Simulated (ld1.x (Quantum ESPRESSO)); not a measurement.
**Configuration tests for Zr (TM)**

```
Element                 : zirconium
Generator               : ld1.x (Quantum ESPRESSO) 7.5
Type                    : norm-conserving Troullier–Martins (Kleinman–Bylander form)
Functional              : PBE
Relativity              : scalar-relativistic
Frozen core             : [Ar] 3d10 4s2
Valence charge          : 10
Reference configuration : 4p6 4d2 5s0 5p0 (charge +2)
Partial waves           : 4p (bound): rc 1.95 bohr; 4d (bound): rc 2.60 bohr; 5s (bound, empty): rc 2.80 bohr
Local potential         : the s channel
Core correction         : none
```

Energies are relative to the spin-unpolarised reference configuration 4p6 4d2 5s0 5p0; without spin polarisation the order of configurations can differ from experiment.

```json
{"valence configuration": "4p6 4d2 5s1 5p0", "charge": "+1", "ΔE all-electron (eV)": "-12.940", "error AE − PS (meV)": "+11"}
{"valence configuration": "4p6 4d1 5s0 5p0", "charge": "+3", "ΔE all-electron (eV)": "22.627", "error AE − PS (meV)": "-39"}
{"valence configuration": "4p6 4d2 5s1.5 5p0", "charge": "+0.5", "ΔE all-electron (eV)": "-17.198", "error AE − PS (meV)": "+19"}
{"valence configuration": "4p6 4d2 5s1 5p1", "charge": "0", "ΔE all-electron (eV)": "-17.036", "error AE − PS (meV)": "-447"}
{"valence configuration": "4p5 4d2 5s2 5p0", "charge": "+1", "ΔE all-electron (eV)": "17.917", "error AE − PS (meV)": "-422"}
```

**Question.** What are ΔE and the potential's error for 4p6 4d2 5s2 5p0?

**Answer.** ΔE = -20.077 eV all-electron; the error (AE − PS) is +26 meV.

**Question.** What are ΔE and the potential's error for 4p6 4d2.5 5s1.5 5p0?

**Answer.** ΔE = -19.564 eV all-electron; the error (AE − PS) is +27 meV.

Levels in the configuration 4p6 4d2 5s1 5p0:

| level | all-electron (eV) | pseudo (eV) |
| --- | --- | --- |
| 4p | -39.141 | -39.226 |
| 4d | -9.982 | -10.016 |
| 5s | -9.944 | -9.960 |

ld1.x printed “convergence not achieved” for 5 of the counted tests; their residual had stalled under 1e-8, short of the target of 1e-14.
